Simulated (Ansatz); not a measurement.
B4H4⁻, relaxed as a doublet with UKS r2SCAN-D4/def2-TZVPD in Ansatz, starting from the GFN2-xTB geometry. Force threshold 0.02 eV/Å.

The highest occupied level of the charge -1 doublet lies above zero (up to 0.63 eV). By energy differences its removal costs 2.17 eV (vertical, to the charge 0 singlet, at r2SCAN-D4/def2-TZVPD); a positive level beside a positive removal energy at the same level points to self-interaction error. The relaxation made no stability test and no search for a lower SCF solution. The structure comes from a short search, and lower isomers may exist.

Start:

```xyz
8

B    -0.360   -0.617    0.756
B     0.954    0.127   -0.390
B    -0.472   -0.435   -0.822
B    -0.130    0.930    0.456
H    -0.430    2.050    0.831
H    -1.133   -0.758   -1.793
H    -0.561   -1.412    1.658
H     2.133    0.115   -0.697
```

| step | energy (eV) | largest force component (eV/Å) | SCF passes |
| --- | --- | --- | --- |
| 1 | -2767.8073 | 1.533 | 18 |
| 2 | -2767.9161 | 0.491 | 20 |
| 3 | -2767.9326 | 0.025 | 22 |
| 4 | -2767.9326 | 0.003 | 23 |

Force components are those of the run's own axes.

End:

```xyz
8

B    -0.301   -0.642    0.768
B     0.981    0.083   -0.351
B    -0.507   -0.385   -0.829
B    -0.174    0.944    0.414
H    -0.468    2.049    0.791
H    -1.159   -0.709   -1.788
H    -0.516   -1.423    1.659
H     2.143    0.082   -0.663
```

By distances, no bond broke or formed. The bond that changes most is B3–B4, from 1.90 to 1.85 Å (atoms count from 1).

No frequencies were taken in this run, so the end may be a saddle point.

Run time 12 s (4 threads of Arm Neoverse V1 on a shared host).
